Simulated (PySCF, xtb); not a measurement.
Two conformers of CH6AlNO (SMILES C[NH][AlH][OH]), B3LYP-D3(BJ)/def2-TZVP minima.
Conformer 1 (charge 0, multiplicity 1, Z-matrix in Å and degrees):
```
N
H 1 1.0096
C 1 1.4574 2 112.22
H 3 1.0903 1 109.59 2 179.94
H 3 1.0954 4 107.49 1 122.10
H 3 1.0954 4 107.49 5 115.79
Al 1 1.7648 2 119.39 3 -179.98
O 7 1.7032 1 116.19 2 179.98
H 8 0.9570 7 124.10 1 -180.00
H 7 1.5729 8 122.95 9 0.00
```
Conformer 2 (charge 0, multiplicity 1):
```xyz
10

C     -1.5531    -0.4533    -0.1710
N     -0.2915     0.2560    -0.3413
Al     1.2298    -0.0553     0.5109
O      2.6344     0.8553     0.2117
H     -1.4378    -1.2362     0.5812
H     -2.3584     0.2068     0.1693
H     -1.8852    -0.9384    -1.0953
H     -0.3643     0.9885    -1.0324
H      1.3060    -1.2005     1.5775
H      2.7202     1.5771    -0.4106
```

No zero-point or thermal terms.

Rows in 6-31G* carry no dispersion term and start afresh at each structure (6-31G* with six Cartesian d functions).

Run with PySCF for 6-31G* rows; xtb for the GFN methods. Each number belongs to the level named beside it.

Q: One of these levels gives -3.7 meV for the electronic energy of conformer 2 less that of conformer 1. Which one is it?
A. GFN2-xTB
B. GFN1-xTB
C. B3LYP/6-31G*

A: B, GFN1-xTB. The others give -46.3 (GFN2-xTB), 14.8 (B3LYP/6-31G*)
